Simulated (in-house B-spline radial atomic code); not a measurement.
Radial electron density of Cu, [Ar] 3d10 4s1. Computed with an all-electron radial atomic-structure program (B-spline basis): scalar-relativistic (X2C) CAM-B3LYP, spin-polarised, spherical fractional occupations, Fermi nucleus of rms radius 3.8823 fm.

One-electron X2C: radii and densities carry no picture-change correction, so inner-shell <1/r> comes out high (for 1s by about 2 % at Z = 33, 5 % at 54, 10 % at 75, 30 % at 118) and <r> low.

Columns: r (bohr), 4πr²n(r) (electrons per bohr), bar.

```
 0.00192    0.948 #
 0.00235    1.348 #
 0.00289    1.922 ##
 0.00354    2.705 ###
 0.00435    3.798 ####
 0.00533    5.256 ######
 0.00654    7.204 ########
 0.00803    9.738 ###########
 0.00985    12.91 ##############
  0.0121    16.76 ##################
  0.0148    21.06 #######################
  0.0182    25.73 ############################
  0.0223    30.07 #################################
  0.0274    33.52 #####################################
  0.0336    35.26 #######################################
  0.0412    34.87 ######################################
  0.0506    32.58 ####################################
   0.062    29.62 #################################
  0.0761    27.91 ###############################
  0.0934    29.22 ################################
   0.115    33.69 #####################################
   0.141    38.59 ##########################################
   0.172     40.1 ############################################
   0.212    35.65 #######################################
    0.26    27.09 ##############################
   0.319    19.67 ######################
   0.391    17.72 ###################
    0.48    20.34 ######################
   0.588    22.57 #########################
   0.722    20.74 #######################
   0.886    15.45 #################
    1.09    9.594 ###########
    1.33    5.459 ######
    1.64    2.947 ###
    2.01    1.689 ##
    2.46    1.006 #
    3.02   0.5787 #
    3.71   0.2996 
    4.55   0.1309 
    5.58  0.04479 
    6.85  0.01108 
     8.4 0.001852 
    10.3 0.0001894
```

On this grid the curve has 3 maxima, near 0.0336, 0.172, 0.588 bohr.

The 4s up radial function P(r) = rR(r), positive near the nucleus:

```
r (bohr)         P
 0.00069  0.006684
 0.00104  0.009675
 0.00156   0.01388
 0.00235   0.01986
 0.00354   0.02811
 0.00533   0.03908
 0.00803   0.05291
  0.0121   0.06854
  0.0182   0.08243
  0.0274   0.08691
  0.0412   0.06917
   0.062   0.01575
  0.0934  -0.07076
   0.141   -0.1436
   0.212   -0.1109
   0.319   0.06622
    0.48    0.2375
   0.722    0.1556
    1.09   -0.1862
    1.64   -0.5186
    2.46   -0.6162
    3.71    -0.451
    5.58   -0.1956
     8.4  -0.04175
```
